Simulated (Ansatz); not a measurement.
Cost and result for the atomization energy of CH3FSiTe (`FC1[SiH2][Te]1`) (7 atoms, 7 bonds).

```tsv
atom	x (Å)	y (Å)	z (Å)
F1	-0.351	-1.708	-0.923
C2	-0.663	-0.509	-0.364
Si3	0.697	0.625	0.206
Te4	-0.699	-0.475	1.869
H5	-1.610	-0.141	-0.749
H6	2.073	0.127	-0.010
H7	0.552	2.080	-0.030
```

The species carries charge 0 and has multiplicity 1. Correlated methods include outer-core shells of Te, which these sets cover unevenly. Te: def2 effective core potential. The geometry is a stationary point of PBE0-D4/def2-TZVP. Program: Ansatz. All runs use 2 threads of an Arm Neoverse V1 on a shared host. Times are those of one run each, without the atoms' runs, and a repeat can differ threefold. Electronic energies, without spin–orbit coupling; frozen cores. CCSD(T)/CBS adds CCSD(T) − MP2 in def2-TZVPP to the MP2 limit, and its time is that of the two runs behind it. T1 = 0.013. With those shells the extrapolation isn't a true limit. B3LYP takes the VWN-RPA correlation (the form of Gaussian; ORCA's B3LYP/G). HSE06 is the plane-wave form, built on full-range PBE exchange.

CCSD(T)/CBS is a level of theory with its own doubt, some kJ/mol a heavy atom from the limit and from the frozen cores, so smaller differences don't rank the functionals.

| level | functions | wall time | atomization (kcal/mol) | difference from CCSD(T)/CBS | per bond |
| --- | --- | --- | --- | --- | --- |
| revPBE-D4/def2-TZVPP | 196 | 2.8 s | 527.2 | -3.1 | -0.4 |
| BLYP-D4/def2-TZVPP | 196 | 2.8 s | 527.1 | -3.2 | -0.5 |
| HSE06-D4/def2-TZVPP | 196 | 4.2 s | 528.2 | -2.1 | -0.3 |
| r2SCAN-D4/def2-TZVPP (with forces) | 196 | 6 s | 529.7 | -0.6 | -0.1 |
| B3LYP-D4/def2-TZVPP (with forces) | 196 | 6 s | 524.2 | -6.1 | -0.9 |
| CCSD(T)/def2-SVP | 87 | 6 s | 481.8 | -48.5 | -6.9 |
| B2PLYP/def2-TZVPP | 196 | 7.5 s | 517.9 | -12.4 | -1.8 |
| ωB97X-V/def2-TZVPP | 196 | 12 s | 528.8 | -1.5 | -0.2 |
| B97M-V/def2-TZVPP | 196 | 12 s | 528.1 | -2.2 | -0.3 |
| ωB97M-V/def2-TZVPP (with forces) | 196 | 16 s | 524.3 | -6.0 | -0.8 |
| MP2/def2-QZVPP | 356 | 23 s | 534.7 | 4.4 | 0.6 |
| CCSD(T)/def2-TZVPP | 196 | 2.4 min | 509.6 | -20.7 | -3.0 |
| CCSD(T)/CBS(def2) | – | 2.8 min | 530.3 | 0.0 | 0.0 |

At CCSD(T), def2-SVP lies −48.4 kcal/mol from the extrapolated value and def2-TZVPP −20.7 kcal/mol: correlation converges slowly with the basis, and small sets miss more of it in the bonded molecule than in its fragments. From BLYP to BHLYP (50 % exact exchange), in def2-TZVPP and without D4, the atomization energy moves by −20.9 kcal/mol: exact exchange takes away binding that semilocal exchange gives to molecules. In def2-TZVPP, CCSD(T) changes the Hartree–Fock value by +156.1 kcal/mol (the triples alone add +12.7 kcal/mol) and MP2 by +169.0 kcal/mol; breaking electron pairs costs correlation energy, which Hartree–Fock lacks.

Spin–orbit coupling would lower the free Te atoms strongly, and the atomization energy with them, by more than many differences here.
